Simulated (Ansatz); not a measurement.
`CO[SiH](F)[O][GeH3]` + `CC(O)=S` → `CO[SiH](C)F` + `OC(=S)[O][GeH3]`  (formal exchange of groups at the Si–O bond)

Program: Ansatz. Geometries: PBE0-D4/def2-TZVP. ΔE: electronic, gas phase. CCSD(T)/CBS adds triple-zeta CCSD(T) − MP2 to the extrapolated MP2 energy (def2 sets, frozen cores). Functionals use def2-TZVPP. For Ge outer-core shells are correlated without core-valence functions, which leaves a few kJ/mol of doubt a bond. Scalar relativity is left out up to krypton. One conformer a species, not always the lowest.

`CO[SiH](F)[O][GeH3]`:

Z-matrix (Å, degrees):
```
C
O 1 1.411
H 1 1.095 2 111.3
H 1 1.091 2 108.2 3 119.1
H 1 1.094 2 111.2 3 -121.5
Si 2 1.627 1 125.4 3 61.2
O 6 1.605 2 108.0 1 172.6
F 6 1.595 2 108.4 1 52.6
H 6 1.473 2 112.7 1 -64.6
Ge 7 1.786 6 133.3 2 -23.6
H 10 1.535 7 108.7 6 -45.6
H 10 1.534 7 107.9 6 75.6
H 10 1.533 7 104.8 6 -165.2
```

`CC(O)=S`:

Cartesian coordinates in Å:
```
C 0.460 0.566 0.649
C -0.388 -0.335 -0.177
O 0.106 -0.467 -1.406
S -1.748 -1.084 0.310
H 0.528 1.545 0.165
H 1.476 0.163 0.699
H 0.053 0.674 1.649
H -0.488 -1.062 -1.889
```

`CO[SiH](C)F`:

```xyz
12

C    -0.605   -1.850   -0.878
O    -0.635   -0.687   -0.081
Si    0.572    0.403    0.012
C    -0.002    1.808    1.057
F     1.858   -0.271    0.689
H    -1.627   -2.216   -0.990
H    -0.197   -1.647   -1.875
H    -0.002   -2.631   -0.405
H     1.007    0.790   -1.354
H    -0.299    1.453    2.047
H    -0.862    2.301    0.598
H     0.793    2.547    1.181
```

`OC(=S)[O][GeH3]`:

Z-matrix (Å, degrees):
```
Ge
O 1 1.833
H 1 1.528 2 100.6
H 1 1.529 2 107.9 3 118.6
H 1 1.529 2 107.9 3 -118.6
C 2 1.302 1 122.6 3 -180.0
S 6 1.635 2 125.2 1 179.9
O 6 1.343 2 111.8 1 -0.1
H 8 0.966 6 106.8 2 180.0
```

| species | ωB97X-V energy (Eh) |
| --- | --- |
| `CO[SiH](F)[O][GeH3]` | -2659.08990 |
| `CC(O)=S` | -552.00011 |
| `CO[SiH](C)F` | -545.09653 |
| `OC(=S)[O][GeH3]` | -2665.95154 |

Work out ΔE.

ΔE = (-545.09653) + (-2665.95154) − (-2659.08990) − (-552.00011) = 0.04194 Eh = +26.3 kcal/mol. CCSD(T)/CBS gives +29.2 kcal/mol.

Largest T1 diagnostic among the species: 0.017.

In def2-TZVPP, CCSD(T) changes the Hartree–Fock value by −1.9 kcal/mol (the triples alone add −0.5 kcal/mol) and MP2 by −1.5 kcal/mol. From PBE to PBE0 (25 % exact exchange), in def2-TZVPP and without D4, ΔE moves by +1.7 kcal/mol.
